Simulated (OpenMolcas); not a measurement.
Computed levels of 4s² 4p in ions with 31 electrons, in cm-1 above ²P°_1/2.

| Quantity | Value |
| --- | --- |
| Program | OpenMolcas |
| Method | RASSCF |
| Basis | ANO-RCC-VQZP |
| Scalar Hamiltonian | DKH2, point nucleus |
| Spin-orbit coupling | RASSI with atomic mean-field integrals over the reference wave functions, term energies averaged over their components |

Active space for each ion: 1 electron in 9 orbitals (RAS2 4p; RAS3 4d 5s, at most 1 electron).

```
  Level   Ga   Ge+  As2+  Se3+  Kr5+
²P°_3/2  704  1576  2593  3910  7398
```

**Question.** Estimate ²P°_3/2 for Br4+ from its neighbours Se3+ and Kr5+.

**Answer.** ²P°_3/2 is fine structure, which grows about as the fourth power of a screened charge, so the fourth roots are averaged: ((3910^0.25 + 7398^0.25) / 2)^4 = 5447. The calculation gives 5506, so the estimate is off by -1.1 %; the measured value is 6090 (Moore, Atomic Energy Levels, vol. II, NSRDS-NBS 35 (1971 reprint of NBS Circular 467, 1952)).

With one active electron the reference holds no correlation, so core polarisation is missing. No level of 4s² 4d was computed, though it lies in the active space (holds for Ga). Computed and measured levels are paired by configuration, term and J; levels that our copy of the source lacks, or whose pairing is in doubt (as where it misses far off the trend of its configuration), stay unpaired and out of the deviations. Levels of configurations outside the active space are missing.

° marks odd parity.
